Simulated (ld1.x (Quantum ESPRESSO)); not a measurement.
What the settings do to the RRKJ potential of Ga (Z = 31)

Base potential:

```json
{"Element": "gallium", "Generator": "ld1.x (Quantum ESPRESSO) 7.5", "Type": "norm-conserving RRKJ (Kleinman–Bylander form)", "Functional": "PBE", "Relativity": "fully relativistic", "Frozen core": "[Ar] 3d10", "Valence charge": "3", "Reference configuration": "4s2 4p0.75 (charge +0.25)", "Partial waves": "4s (bound): rc 1.85 bohr; 4p (bound): rc 2.45 bohr", "Local potential": "the p channel", "Core correction": "none", "rho0": "0.01"}
```

Open shells are filled in proportion to 2j + 1 (rel_dist='average').

Cutoffs, loose and tight: the cutoffs (Ry, on a coarse ladder) from which the occupation-weighted sum of valence levels, in a spherical-Bessel basis at the reference potential, stays within 10 and 1 mRy of its value at 400 Ry. They do not see the model core or the augmentation charge, which bear on the density cutoff. Test errors are all-electron minus pseudo excitation energies from the reference, over the configurations 4s2 4p1; 4s2 4p0; 4s1 4p0; 4s0 4p3; 4s2 4p0.5; 4s1 4p1; 4s2 4p1.3. A dash means not determined; rows that change the core or the reference have their own tests.

A true bound ghost makes a file unfit for plane-wave use even where its test errors are small: the radial tests pick states by their node count and pass the ghost by.

```tsv
change	outcome	cutoff, loose	cutoff, tight	bound ghosts	largest test error (meV)
base	generated	35 Ry	45 Ry	s	+105
core correction a·sin(br)/r model core inside 0.72 bohr	generated	35 Ry	45 Ry	s	-180
core correction a·sin(br)/r model core inside 0.96 bohr	generated	35 Ry	45 Ry	s	-180
core correction a·sin(br)/r model core inside 1.18 bohr	generated	35 Ry	45 Ry	s	-179
core correction a·sin(br)/r model core inside 1.38 bohr	generated	35 Ry	45 Ry	s	-177
core correction a·sin(br)/r model core inside 1.54 bohr	generated	35 Ry	45 Ry	s	-173
core correction a·sin(br)/r model core inside 1.78 bohr	generated	35 Ry	45 Ry	s	-170
core correction a·sin(br)/r model core inside 2.06 bohr	generated	35 Ry	45 Ry	s	-159
```

Task: What comes out with this change to the base: core correction a·sin(br)/r model core inside 2.26 bohr?

Result: outcome: generated; cutoff, loose: 35 Ry; cutoff, tight: 45 Ry; bound ghosts: s; largest test error (meV): -139.
